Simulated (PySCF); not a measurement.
**PySCF run on KS**

File input.py (PySCF 2.14):

```python
from pyscf import gto, scf, solvent

mol = gto.M(
    atom='K 0 0 0; S 0 0 2.453',
    basis='x2c-svpall',
    charge=0,
    spin=1,
    symmetry=True,
    verbose=3,
)
mf = scf.ROHF(mol)
mf = mf.sfx2c1e()
mf = solvent.PCM(mf)
mf.with_solvent.eps = 78.36
mf.kernel()
mf.analyze()
print('orbital energies (hartree):', mf.mo_energy[..., max(0, mol.nelec[1]-3):mol.nelec[0]+3].round(4))
```

```bash
$ OMP_NUM_THREADS=1 python input.py
```

Output (some set-up lines and the per-cycle HOMO/LUMO lines with their warnings removed):

```
WARN: PCM is an experimental feature. It is still in testing.
Features and APIs may be changed in the future.

converged SCF energy = -999.851632971808
Wave-function symmetry = Coov
single occ                     1    0    0    0    0
**** MO energy ****
                          Roothaan           | alpha              | beta
[7 lines left out]
MO #8   (A1  #6 ) energy= -6.5595521331351   | -6.57742589479378  | -6.54167837151426  occ= 2
MO #9   (E1x #2 ) energy= -6.55531547119136  | -6.55713756278692  | -6.55349337959582  occ= 2
MO #10  (E1y #2 ) energy= -6.55531547119136  | -6.55713756278441  | -6.55349337959331  occ= 2
MO #11  (A1  #7 ) energy= -1.76155491673751  | -1.76393016768861  | -1.75917966584838  occ= 2
MO #12  (A1  #8 ) energy= -0.975308334244447 | -0.985242892716655 | -0.965373784624724 occ= 2
MO #13  (E1x #3 ) energy= -0.955147967876305 | -0.956062739164601 | -0.95423319658801  occ= 2
MO #14  (E1y #3 ) energy= -0.955147967876305 | -0.956062739178799 | -0.954233196602208 occ= 2
MO #15  (A1  #9 ) energy= -0.789454297740192 | -0.835935347205595 | -0.742973222482479 occ= 2
MO #16  (E1x #4 ) energy= -0.318838434942674 | -0.331481350766198 | -0.306195519119154 occ= 2
MO #17  (E1y #4 ) energy= -0.318838434942674 | -0.331481350769022 | -0.306195519121977 occ= 2
MO #18  (A1  #10) energy= -0.149948806432029 | -0.382320239289641 | 0.0824225749067403 occ= 1
MO #19  (A1  #11) energy= 0.0144865360305511 | 0.0141783047160677 | 0.0147947747165489 occ= 0
MO #20  (A1  #12) energy= 0.07909688886241   | 0.077510444775873  | 0.0806833549133077 occ= 0
MO #21  (E1x #5 ) energy= 0.0963862943929953 | 0.0958247041454329 | 0.0969478846405577 occ= 0
[21 lines left out]
 ** Mulliken atomic charges  **
charge of    0K =      0.87262
charge of    1S =     -0.87262
Dipole moment(X, Y, Z, Debye):  0.00000,  0.00000, -9.89765
orbital energies (hartree): [-0.7895 -0.3188 -0.3188 -0.1499  0.0145  0.0791  0.0964]
```

In short: E(SCF) = -999.851633 Eh, μz(SCF) = -9.90 D.

It ran on Intel Xeon Platinum 8488C (1 thread, shared host) in 1.9 s.

The bond length is a typed value, not an optimised one. No search for the lowest solution was made.
